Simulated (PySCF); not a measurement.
C4H9FPSSi (charge +1).
SMILES with atom numbers: `[CH3:1][S:2][CH2:3][P@@H+:4]1[C:5]([F:6])=[C:7]1[SiH3:8]` (hydrogens: H9, H10, H11 on C1; H12, H13 on C3; H14 on P4; H15, H16, H17 on Si8)

Theory: TDDFT CAM-B3LYP/def2-SVPD, vertical, gas phase, core orbitals frozen in the response in PySCF. One conformer (not necessarily the lowest) at the GFN2-xTB geometry, without solvent, vibrations or thermal averaging. Torsions of this conformer, `[CH3:1][S:2][CH2:3][P@@H+:4]1[C:5]([F:6])=[C:7]1[SiH3:8]`: C1–S2–C3–P4 90°, S2–C3–P4–C5 130°.

Q: List the vertical singlet excitations with oscillator strengths and describe the spectrum.

A: 

```csv
state,E (eV),E (hartree),f,"main configurations (H = HOMO, L = LUMO)"
S1,4.00,0.1468,0.174,H→L (97%)
S2,4.98,0.1830,0.0009,"H→L+1 (57%), H-2→L (32%)"
S3,5.07,0.1863,0.0014,"H-2→L (61%), H→L+1 (28%)"
S4,5.75,0.2111,0.019,"H→L+2 (56%), H-1→L (12%), H→L+1 (8%)"
S5,5.91,0.2172,0.101,H-1→L (79%)
S6,6.30,0.2314,0.077,"H→L+3 (42%), H-2→L+1 (10%), H→L+7 (8%)"
S7,6.49,0.2385,0.015,"H-3→L (24%), H-2→L+1 (20%), H→L+3 (17%)"
S8,6.62,0.2433,0.018,"H-1→L+1 (37%), H-3→L+1 (13%), H→L+4 (10%)"
```

Triplets, Tamm–Dancoff:

| state | E (eV) | λ (nm) | main configurations (H = HOMO, L = LUMO) |
| --- | --- | --- | --- |
| T1 | 3.14 | 394.9 | H→L (91%) |
| T2 | 4.31 | 287.6 | H-1→L (42%), H-2→L (32%), H-3→L (16%) |
| T3 | 4.59 | 269.8 | H-2→L (57%), H-1→L (17%), H-3→L (10%) |

The lowest singlet lies at 4.00 eV (310 nm, ultraviolet) and is strong; its leading configuration is HOMO→LUMO (97%). The lowest level is also the most intense of those listed (f = 0.174). Löwdin shares by element: HOMO sulfur 62%, carbon 17% or more, phosphorus 6%; LUMO carbon 38% or more, phosphorus 34% (atoms not listed hold the other 28%). The listed states span 2.62 eV, and the widest gap between neighbours is 0.99 eV (S1 to S2). Weighted by f, the mean energy of these states is 5.20 eV. Orbital energies (eV): HOMO-3 -15.06, HOMO-2 -14.49, HOMO-1 -14.46, HOMO -12.21, LUMO -5.72, LUMO+1 -4.33, LUMO+2 -3.20. The window holds the lowest 8 singlets.
